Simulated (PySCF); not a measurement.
# Reading the logs of faulty runs: CGeH4

All numbers below are calculated, not measured. They come from PySCF 2.14.0, an open-source quantum chemistry program, on an isolated molecule that a program drew, which may never have been made. The molecule is CGeH4 (charge 0, singlet), drawn as the SMILES string `[CH3][GeH]`.

Each row is a Hartree-Fock (HF) and frozen-core CCSD(T) single point in the cc-pVDZ basis, meant for a local HF minimum. Run 1 is clean. Each other run has one planted mistake out of seven kinds, and not every kind appears here: one electron removed, one electron added, multiplicity raised by two, geometry at a saddle point, minimal basis STO-3G, one bond length entered in bohr, all coordinates scaled. The reference is restricted for singlets and unrestricted otherwise, and also for a bond in bohr. Adding or removing an electron swaps singlet and doublet. Electrons count all cores. HOMO and LUMO are orbital energies over both spins, the gradient is its largest component, and the lowest frequency (negative if imaginary) is given only where the gradient is small. Bond lengths are over the 5 bonds as drawn. T1 is the CCSD diagnostic: over 0.02 (restricted) or 0.045 (unrestricted) a single reference is doubtful. Germanium has the cc-pVDZ-PP basis, with a core potential (ECP10MDF) in place of its 10 inner electrons, and its 3s, 3p and 3d shells are frozen in CCSD(T).

Geometry of the clean run:
```xyz
6
CGeH4, angstrom
C     0.2678    2.1310    0.3672
Ge    1.7459    2.8715    1.4965
H     0.2487    2.6449   -0.6004
H     0.4553    1.0713    0.1607
H    -0.7079    2.2340    0.8449
H     2.8933    2.5182    0.4545
```

| run | electrons | basis functions | <S^2> | HOMO (eV) | LUMO (eV) | gradient (hartree/bohr) | lowest frequency (cm^-1) | mean bond (Å) | longest bond (Å) | T1 | HF (hartree) | CCSD(T) (hartree) | mistake |
|---|---|---|---|---|---|---|---|---|---|---|---|---|---|
| 1 | 42 | 57 | 0.000 | -8.62 | 0.65 | 4.8e-06 | 159 | 1.3749 | 2.002 | 0.0112 | -333.53483 | -333.80738 | no fault |
| 2 | 42 | 57 | 1.022 | -7.56 | 0.12 | 3.4e-02 | - | 1.7312 | 3.783 | 0.0113 | -333.46426 | -333.70135 | one bond length entered in bohr |
| 3 | 42 | 57 | 0.000 | -8.54 | 0.74 | 2.3e-02 | - | 1.3350 | 1.944 | 0.0109 | -333.53108 | -333.80115 | all coordinates scaled |
| 4 | 42 | 57 | 2.005 | -7.59 | 0.04 | 3.6e-02 | - | 1.3749 | 2.002 | 0.0133 | -333.50095 | -333.75590 | multiplicity raised by two |
| 5 | 43 | 57 | 0.764 | -0.59 | 8.13 | 2.2e-02 | - | 1.3749 | 2.002 | 0.0112 | -333.53305 | -333.81323 | ? |
| 6 | 41 | 57 | 0.769 | -17.28 | -6.96 | 4.4e-02 | - | 1.3749 | 2.002 | 0.0170 | -333.24941 | -333.49338 | ? |

**Which mistake was planted in run 5, and what did it cost?**

It counts 43 electrons, one more than the clean run, at the same geometry and basis. So the mistake is: one electron added. Subtracting run 1 and multiplying by 627.51 kcal/mol a hartree, the energy moved by 1.1 kcal/mol in HF and -3.7 kcal/mol in CCSD(T).

**Which mistake was planted in run 6, and what did it cost?**

It counts 41 electrons, one fewer than the clean run, at the same geometry and basis. So the mistake is: one electron removed. Subtracting run 1 and multiplying by 627.51 kcal/mol a hartree, the energy moved by 179.1 kcal/mol in HF and 197.0 kcal/mol in CCSD(T).

